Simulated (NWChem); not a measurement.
C₂H₃FSi; SMILES C(#C)[SiH2]F

```xyz
7

Si    -0.4849     0.6241    -0.0004
F      0.8426     1.5575     0.0006
C      0.0182    -1.1320    -0.0013
C      0.3352    -2.3067    -0.0018
H     -1.2608     0.9256    -1.2305
H     -1.2617     0.9243     1.2294
H      0.6178    -3.3452    -0.0022
```
Atoms are numbered in this order, from 1.

Level: PBE0/def2-SVP (NWChem), optimised geometry, unscaled harmonic frequencies. 

```csv
frequency (cm⁻¹),IR intensity (km/mol)
152,3.1
227,6.7
363,28.4
647,62.2
663,111.7
739,0.1
746,36.4
767,24.8
876,22.2
938,307.9
966,182.8
2172,62.9
2282,75.1
2284,120.1
3473,50.3
```

```yaml
zero_point_energy: 24.7 kcal/mol
thermal correction to the enthalpy at 298.15 K (with zero-point energy): 28.5 kcal/mol
heat capacity Cv: 16.7 cal/(mol K)
entropy at 298.15 K and 1 atm (symmetry number 1): 71.3 cal/(mol K)
dipole_moment: 1.79 D
```

Rigid rotor and harmonic oscillator.
